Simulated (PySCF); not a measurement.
C2H4Cl2Si2, SMILES [SiH](C#C[SiH3])(Cl)Cl.

Coordinates come from a B3LYP-D3(BJ)/def2-SVP optimisation. The structure was generated by enumeration, and PubChem lists no compound with its InChIKey, so it may never have been made.

Level of theory: TDA-LC-ωPBE/def2-SVPD (PySCF).

Vertical excitations. 

Computed lowest excited states:
| state | energy (eV) | λ (nm) | f | main pairs |
|---|---|---|---|---|
| S1 | 5.49 | 226 | 0.000 | HOMO−1→LUMO 48 %, HOMO→LUMO+1 35 % |
| S2 | 5.78 | 214 | 0.002 | HOMO→LUMO 43 %, HOMO−1→LUMO+1 42 % |
| S3 | 5.78 | 214 | 0.003 | HOMO→LUMO+1 47 %, HOMO−1→LUMO 38 % |
| S4 | 7.85 | 158 | 0.006 | HOMO−2→LUMO+1 73 % |
| S5 | 7.87 | 157 | 0.002 | HOMO−2→LUMO 76 % |
| S6 | 8.14 | 152 | 0.023 | HOMO−3→LUMO+1 44 %, HOMO−5→LUMO 17 %, HOMO−3→LUMO+3 9 % |
| S7 | 8.25 | 150 | 0.580 | HOMO−3→LUMO 43 %, HOMO→LUMO 19 %, HOMO−1→LUMO+1 11 % |
| S8 | 8.41 | 147 | 0.002 | HOMO−4→LUMO+1 53 %, HOMO−4→LUMO+3 9 % |
| S9 | 8.45 | 147 | 0.871 | HOMO−3→LUMO 37 %, HOMO−1→LUMO+1 19 %, HOMO→LUMO 14 %, HOMO−4→LUMO 9 % |
| S10 | 8.60 | 144 | 0.042 | HOMO−1→LUMO+2 40 %, HOMO−5→LUMO+1 13 %, HOMO−4→LUMO 12 %, HOMO−1→LUMO+3 8 % |
| T1 | 4.34 | 286 | 0 | HOMO→LUMO 40 %, HOMO−1→LUMO+1 35 % |
| T2 | 4.81 | 258 | 0 | HOMO−1→LUMO 43 %, HOMO→LUMO+1 37 % |
| T3 | 4.81 | 258 | 0 | HOMO−1→LUMO+1 43 %, HOMO→LUMO 36 % |
| T4 | 5.48 | 226 | 0 | HOMO→LUMO+1 42 %, HOMO−1→LUMO 41 % |
Triplets are in the Tamm–Dancoff approximation.
